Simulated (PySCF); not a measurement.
**Simulated characterisation data**

All values are calculated (PySCF 2.14): geometry from GFN2-xTB, J couplings at B3LYP/pcJ-1 (spin–dipole term left out of most H,H and C,H couplings), GIAO PBE0/pcSseg-1 shieldings. One conformer, gas phase, no relativistic terms, averaged over atoms made equivalent by symmetry, fast rotation or ring inversion.

References, each an isolated molecule treated in the same way: ¹H, ¹³C against TMS. Multiplet labels drop J under 1 Hz and among equivalent protons, and merge close values. Unscaled 3J(H,H) run several per cent high. Splittings of carbon signals by F and P are missing where no couplings were computed. Where no couplings were computed, multiplicities follow the n + 1 count of equivalent neighbours, and m marks all less simple cases (inequivalent or close neighbours, rings, F or P nearby). Shifts are as computed. Against solution values, carbons near 30 ppm lie about +3 ppm off and those near 130 ppm about +5 ppm. Of 1211 compounds with measured shifts, 218 miss one by over three times the rms of a fit or turn the order of signals round; such compounds aren't used in these exercises.

Compound 1 (C6H6). ¹H NMR (500 MHz, computed): δ 7.66 (s, 6H). ¹³C{¹H} NMR (computed): δ 133.9 (CH). Structure: benzene (c1ccccc1).

Compound 2 (C7H15OP). ¹H NMR (500 MHz, computed): δ 2.89 (m, 1H), 2.31 (m, 1H), 2.18 (m, 1H), 2.03 (m, 1H), 1.50 (m, 1H), 1.28 (m, 3H), 1.25 (m, 3H), 1.21 (m, 3H), 0.79 (m, 1H). ¹³C{¹H} NMR (computed): δ 52.3, 35.2, 29.9, 20.1, 17.9, 16.4, 16.2. Structure: SMILES CC(C)[P@@]1(=O)CC[C@H]1C.

Compound 3 (C5H6OP2). ¹H NMR (500 MHz, computed): δ 9.66 (m, 1H), 9.19 (m, 1H), 9.17 (m, 1H), 4.22 (s, 3H). ¹³C{¹H} NMR (computed): δ 203.3, 166.3, 156.9, 152.6, 59.0. Structure: SMILES c1cpcc(OC)p1.
